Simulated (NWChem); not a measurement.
Species: CH5BOS; SMILES COBS

```xyz
9

B     -0.9534    -0.0585    -0.0940
H     -2.1125    -0.3481    -0.2594
O     -0.5977     1.2310    -0.2322
C      0.7203     1.6921    -0.0648
H      0.7310     2.7775    -0.2338
H      1.0891     1.4880     0.9546
H      1.4058     1.2141    -0.7849
S      0.2767    -1.3290     0.3298
H     -0.5950    -2.3570     0.3329
```
Atoms are numbered in this order, from 1.

All runs: NWChem. Pople sets run with spherical d functions. The geometry was optimised at PBE0/def2-SVP. Core excitations by TDA in a window of 1s orbitals, non-relativistic and unshifted: absolute energies depend strongly on the exact-exchange share.

Problem. Estimate the computed values for C K edge, BHandHLYP/6-311G**. Quantities: first 1s excitation (eV); dipole oscillator strength of the first; first state with f > 0.002 (eV); dipole oscillator strength of that state.

Solution. 
```json
{
 "first 1s excitation (eV)": "287.2",
 "dipole_oscillator_strength_of_the_first": "0.0430",
 "first state with f > 0.002 (eV)": "287.2",
 "dipole_oscillator_strength_of_that_state": "0.0430"
}
```
